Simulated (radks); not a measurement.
Nd-, 61 electrons, occupied as [Xe] 4f5 6s2.

Calculated with a radial shooting solver on a logarithmic mesh with Libxc functionals: scalar-relativistic Kohn-Sham, PBEsol, spin-polarised, spherical densities, point nucleus; open shells are filled with parallel spins first (spin-orbit coupling, left out, can overturn this in heavy ions); hard spherical wall at 7 bohr.

Energy parts (eV):
total: -261782.70
kinetic: 278630.88
electron-nucleus: -636707.49
Hartree: 102258.65
exchange-correlation: -5964.74

Orbitals (lengths in bohr, moments of r in powers of bohr):
orbital,occ.,eigenvalue (eV),<r>,<r^4>
1s up,1,-43371.48,0.02363,1.527e-06
1s down,1,-43371.48,0.02363,1.527e-06
2s up,1,-7004.024,0.1010,0.0002489
2s down,1,-7004.008,0.1010,0.0002489
2p up,3,-6260.498,0.08881,0.0001833
2p down,3,-6260.488,0.08881,0.0001833
3s up,1,-1508.884,0.2665,0.009950
3s down,1,-1507.748,0.2664,0.009929
3p up,3,-1274.427,0.2647,0.01040
3p down,3,-1273.297,0.2645,0.01037
3d up,5,-948.9406,0.2418,0.008502
3d down,5,-948.0635,0.2417,0.008469
4s up,1,-290.2611,0.6080,0.2537
4s down,1,-287.2188,0.6077,0.2532
4p up,3,-213.5583,0.6443,0.3343
4p down,3,-210.4870,0.6439,0.3338
4d up,5,-104.6024,0.7094,0.5599
4d down,5,-101.4933,0.7092,0.5617
4f up,5,9.2867,1.385,38.17
4f down,0,11.5780,2.013,120.4
5s up,1,-29.9019,1.487,9.373
5s down,1,-27.7699,1.504,9.892
5p up,3,-11.9048,1.775,21.20
5p down,3,-10.2361,1.810,23.30
5d up,0,6.4389,3.308,231.8
5d down,0,7.0951,3.432,257.4
6s up,1,4.0872,3.966,362.3
6s down,1,4.5690,4.012,375.9
6p up,0,7.2451,4.282,470.7
6p down,0,7.6846,4.307,481.8
7s up,0,17.0896,4.146,557.8
7s down,0,17.6878,4.137,556.2

The highest occupied level is 4f up at 9.287 eV. The configuration is held as typed, so some empty levels lie below it. Spin moment in Bohr magnetons: 5. Summed over all electrons, <r^2> = 87.74 bohr^2, which gives a Langevin (diamagnetic) susceptibility term of -69.5 x 10^-6 cm^3/mol. The pressure on the wall is 4.59 GPa.
